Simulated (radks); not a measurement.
Species: the copper ion Cu2+. Configuration: [Ar] 3d9. All-electron calculation, Dirac Kohn-Sham, BLYP, spin-unpolarised, spherical densities, finite nucleus; open shells fill j = l - 1/2 first; Fermi nuclear charge, rms radius 3.8823 fm. Program: a radial shooting solver on a logarithmic mesh with Libxc functionals.

Radial electron density D(r) = 4 pi r^2 rho(r):

```
   r/bohr * D(r) (the largest magnitude, 40.1, reaches the edge; | marks zero)
 0.003585 |  *
 0.004557 |    *
 0.005793 |       *
 0.007423 |          *
 0.009437 |               *
    0.012 |                     *
  0.01537 |                            *
  0.01954 |                                    *
  0.02484 |                                           *
  0.03158 |                                               *
  0.04047 |                                               *
  0.05145 |                                            *
  0.06541 |                                       *
  0.08382 |                                      *
   0.1066 |                                           *
   0.1355 |                                                   *
   0.1722 |                                                      *
   0.2207 |                                              *
   0.2805 |                                *
   0.3566 |                        *
    0.457 |                          *
   0.5809 |                              *
   0.7385 |                           *
   0.9388 |                 *
    1.203 |        *
    1.529 |   *
    1.944 |*
    2.491 *
    3.167 *
```

D(r) has 3 maxima, at r = 0.0365, 0.165, 0.600 bohr, and minima at 0.0786, 0.377 bohr, inside which lie 2.12, 10.85 electrons.
